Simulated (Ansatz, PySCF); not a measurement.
Molecule: C$_{2}$H$_{7}$Si, charge 0, multiplicity 2. It need not be the lowest isomer of its formula. 
Structure (B3LYP-D3(BJ)/def2-TZVP (Ansatz, a quantum-chemistry and plane-wave program) minimum search):
```xyz
10

Si     0.0954     0.5837     0.0456
C     -1.6121    -0.2121     0.0226
C      1.4535    -0.6938    -0.2247
H      0.3109     1.2896     1.3419
H     -1.8059    -0.6978    -0.9355
H     -1.6892    -0.9719     0.8069
H     -2.3959     0.5276     0.1923
H      1.4169    -1.4600     0.5564
H      1.3376    -1.1917    -1.1891
H      2.4418    -0.2327    -0.1979
```
Charge 0, spin multiplicity 2.

Dipole moments at this geometry, in debye (magnitudes).

```json
[
 {"level": "PBE/def2-TZVPD", "program": "Ansatz", "dipole (D)": "0.94"},
 {"level": "BLYP/def2-TZVPD", "program": "Ansatz", "dipole (D)": "0.87"},
 {"level": "B97M-V/def2-TZVPD", "program": "Ansatz", "dipole (D)": "0.96"},
 {"level": "BHLYP/def2-TZVPD", "program": "Ansatz", "dipole (D)": "0.81"},
 {"level": "r2SCANh/def2-TZVPD", "program": "Ansatz", "dipole (D)": "0.90"},
 {"level": "M06-2X/def2-TZVPD", "program": "PySCF", "dipole (D)": "0.73"},
 {"level": "LC-wPBE/def2-TZVPD", "program": "Ansatz", "dipole (D)": "0.88"},
 {"level": "wB97X-V/def2-TZVPD", "program": "Ansatz", "dipole (D)": "0.90"},
 {"level": "CCSD(T)/aug-cc-pV(D+d)Z", "program": "Ansatz", "dipole (D)": "0.83"}
]
```
